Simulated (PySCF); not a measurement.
2-bromofuran (C4H3BrO), SMILES Brc1ccco1.

Geometry: ωB97X-D3(BJ)/def2-SVP.

Two levels are set side by side: TDA-PBE/def2-SVPD (PySCF) and TDA-CAM-B3LYP/def2-SVPD (PySCF). Vertical, same geometry. The lowest singlet is HOMO→LUMO+1 99 % with PBE and HOMO→LUMO 83 % with the other functional; states are paired by order. Differences are taken from unrounded values.

```csv
quantity,TDA-CAM-B3LYP,TDA-PBE,TDA-PBE minus TDA-CAM-B3LYP
lowest singlet excitation (eV),5.56,4.85,-0.71
lowest triplet excitation (TDA) (eV),3.89,3.91,0.02
first bright state (f over 0.05) (eV),6.26,5.81,-0.45
its oscillator strength,0.39,0.30,-0.10
```

Functionals without exact exchange tend to place singlet excitations lower, as here. Differences between two approximate levels are no errors against the true value.

Rough cost on one machine, each run with all the roots and properties that it gave: TDA-CAM-B3LYP against TDA-PBE about 4 times.
